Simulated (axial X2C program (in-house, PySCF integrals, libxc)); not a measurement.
**What spin–orbit coupling does to RhAs**

Calculated with an in-house relativistic program for diatomic molecules. Spin-free means the one-electron spin-free X2C Hamiltonian; two-component (2c) means X2C with spin–orbit coupling and atomic mean-field two-electron Coulomb and Gaunt terms, so the difference of the two also holds small scalar two-electron terms. Basis: Rh dyall-cv3z [12s12p8d5f3g], As dyall-cv3z [9s9p6d4f1g] (cores contracted in-house); Gaussian nuclei, density fitting, unrestricted open shells. Masses: Rh 102.906 u, As 74.922 u.

Spin-free state: M_S = 2, Λ = 2 (beyond evenly filled blocks: σα, π+α, π-α, δ+α, δ+β, δ-α); fragments Rh + As.

```json
{"level": "PBE0", "Re (Å)": "2.263", "ωe (cm⁻¹)": "279.8", "De (eV)": "2.384", "μ (D)": "-2.74"}
{"level": "HF", "Re (Å)": "2.516", "ωe (cm⁻¹)": "200.3", "De (eV)": "0.385", "μ (D)": "-5.07"}
{"level": "MP2", "Re (Å)": "2.235", "ωe (cm⁻¹)": "236.3", "De (eV)": "1.788", "μ (D)": "n/a"}
```

Correlated methods: 14 electrons correlated (number of frozen shells: Rh 4 s, 3 p, 1 d; As 3 s, 2 p, 1 d), 314 virtual spin orbitals or spinors in MP2.

Dipoles are positive if As is the positive end.

Two-component determinant lowest at the distance of the search:

Ω = 4 (⟨Sz⟩ = 1.99, ⟨Lz⟩ = 2.01 at HF); fragments Rh + As.

```tsv
level	Re (Å)	ωe (cm⁻¹)	μ (D)
PBE0	2.264	278.9	-2.75
HF	2.517	199.9	-5.07
MP2	2.239	236.4	n/a
```

Problem. From the two tables, how do the constants change at the MP2 level (2c against spin-free)?

Solution. At the MP2 level Re goes up by 0.004 Å and ωe doesn't move by more than 0.2 cm⁻¹.

The state is one determinant whose occupation by symmetry is held fixed; it was picked as the lowest of a PBE0 search that is not exhaustive. Dissociation energies refer to the lowest single-determinant-based atoms at the same level and basis. De is not given where an atomic determinant may have missed its ground term or J level, or where the truncated virtual space spoils (T). Density functionals use the spin component along the axis (collinear). Other states lie close and PBE0, whose exact exchange favours high spin, may order them wrongly; the determinant shown need not be the ground state. The nearest other spin-free determinant of the search, M_S = 1, Λ = 0, lies 0.51 eV up at the distance of the search. The functionals have no current-density term, which raises determinants with orbital currents, atoms included. With several unpaired electrons one determinant need not be a pure state. Open-shell Ω = 0 determinants with evenly filled partner blocks cannot be reached by this program, so the Ω shown need not be the lowest component.
